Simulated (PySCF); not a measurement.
## Energy of W (tungsten, neutral) between two integer charges

The 6s beta orbital of [Xe] 4f14 5d4 6s2 is emptied in steps (occupation f), with all orbitals relaxed, ending at [Xe] 4f14 5d4 6s1. Computed with PySCF 2.14 in aug-cc-pVDZ-PP with ECP60MDF (5s5p4d2f, 54 functions), with a scalar-relativistic core potential. The exact energy is a straight line in f; departures are measured from the line between the end points of the same method.

```csv
f,PBE0 (eV),r2SCAN (eV),LC-wPBE (eV)
1,0.000,0.000,0.000
0.8,-0.318,-0.360,0.022
0.6,-0.477,-0.521,0.029
0.4,-0.476,-0.495,0.022
0.2,-0.313,-0.302,0.011
0,0.000,0.000,0.000
```

```tsv
method	E(f=0) − E(f=1) (eV)	−ε at f=1 (eV)	−ε at f=0.4 (eV)
PBE0	7.320	5.336	7.728
r2SCAN	7.104	4.800	7.673
LC-wPBE	7.086	7.236	7.028
```

Orbital energy along the path (eV):

```
  f    PBE0  r2SCAN  LC-wPBE
  1  -5.336  -4.800   -7.236
0.8  -6.127  -5.807   -7.160
0.6  -6.924  -6.778   -7.083
0.4  -7.728  -7.673   -7.028
0.2  -8.541  -8.429   -7.037
  0  -8.948  -8.344   -6.975
```

As f goes to zero the orbital energy of a semilocal functional can turn back, because the density of that orbital vanishes from the exchange-correlation potential.

Reference removal energy between the ground levels: 7.864 eV (measured; NIST Atomic Spectra Database, ionization energies). The calculation has no spin-orbit coupling.
